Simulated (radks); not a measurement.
The numbers below are computed, except where a source is named.
Problem. The europium ion Eu2+, 61 electrons, occupied as [Xe] 4f6 5d1 (not the ground configuration). Code: a radial shooting solver on a logarithmic mesh with Libxc functionals. Model: Dirac Kohn-Sham, BLYP, spin-unpolarised, spherical densities, point nucleus; open shells fill j = l - 1/2 first. Some entries of the table are withheld. Estimate them.

orbital  occ.  eigenvalue (eV)  <r^2> (bohr^2)  <r> (bohr)
1s1/2       2        -48347.07       0.0006791     0.02231
2s1/2       2              (1)         0.01062     0.09458
2p1/2       2        -7544.754        0.007723     0.07906
2p3/2       4        -6896.492        0.008962     0.08580
3s1/2       2        -1765.678         0.07109      0.2492
3p1/2       2              (2)             (3)      0.2388
3p3/2       4              (4)             (5)      0.2517
3d3/2       4        -1153.798         0.05888      0.2236
3d5/2       6        -1125.060         0.06088      0.2276
4s1/2       2        -366.5455          0.3609      0.5653
4p1/2       2        -298.6555          0.3806      0.5782
4p3/2       4        -269.3592          0.4197      0.6074
4d3/2       4        -157.5654             (6)      0.6457
4d5/2       6        -152.2895             (7)      0.6561
5s1/2       2         -61.4791           2.076       1.359
5p1/2       2         -42.7770           2.622         (8)
5p3/2       4         -38.6857           2.945         (9)
4f5/2       6         -21.9104           1.026      0.8858
4f7/2       0         -21.2395           1.057      0.8978
5d3/2       1         -15.2718           6.673       2.391
5d5/2       0         -14.9380           6.935       2.439

Solution. 
(1) 2s1/2 eigenvalue (eV): -7951.784
(2) 3p1/2 eigenvalue (eV): -1589.960
(3) 3p1/2 <r^2> (bohr^2): 0.06634
(4) 3p3/2 eigenvalue (eV): -1457.864
(5) 3p3/2 <r^2> (bohr^2): 0.07348
(6) 4d3/2 <r^2> (bohr^2): 0.4839
(7) 4d5/2 <r^2> (bohr^2): 0.4994
(8) 5p1/2 <r> (bohr): 1.521
(9) 5p3/2 <r> (bohr): 1.612
